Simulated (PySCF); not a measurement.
ReP: one state, many levels of theory

State: ³Σ⁻ (triplet), unpaired electrons δ ↑↑. Set-up: PySCF, scalar-relativistic core potentials, basis sets Re def2-TZVPP with ECP60, P def2-TZVPP. De refers to Re (5d5 6s2) + P in their high-spin ground configurations, without counterpoise correction. The functionals are run spin-unrestricted. A positive dipole means Re(−)P(+). Levels whose curve was spin-contaminated or gave no clean fit are not listed.

| Level | Re (Å) | ωe (cm⁻¹) | De (eV) | μ (D) | CPU s a point (SCF and correlation, without the integrals) |
| --- | --- | --- | --- | --- | --- |
| ROHF | 2.004 | 677 | n/a | -2.79 | 1.3 |
| ROHF-MP2 | 2.081 | 545 | n/a | n/a | 2.7 |
| ROHF-SCS-MP2 | 2.077 | 553 | n/a | n/a | n/a |
| ROHF-CCSD | 2.051 | 589 | 2.25 | n/a | n/a |
| ROHF-CCSD(T) | 2.069 | 567 | 2.99 | n/a | 200 |
| BLYP | 2.073 | 557 | 3.95 | -0.95 | 1.4 |

The bond length runs from 2.004 Å (ROHF) to 2.081 Å (ROHF-MP2). De spans 2.25 eV (ROHF-CCSD, coupled cluster) to 3.95 eV (BLYP, GGA).

Correlated steps freeze 5 core orbitals. The metal atom is held in its measured ground configuration; semilocal functionals can put another filling of s and d lower by some tenths of an eV, and De to that atom would be smaller. These are scalar-relativistic numbers at best; spin–orbit coupling would shift them, the dissociation energy most. The CCSD T1 diagnostic is raised, a sign that a single reference may not be enough here. UHF is strongly spin-contaminated for ReP, so the ROHF reference used there is far from stable. The state is the lowest single determinant that the PBE0 search found; with open d or f shells the true ground state can be another one.

The whole job (state search and all levels along the bond) took about 20 min on 2 threads of Arm Neoverse V2 (shared host), peak memory 4.1 GiB.
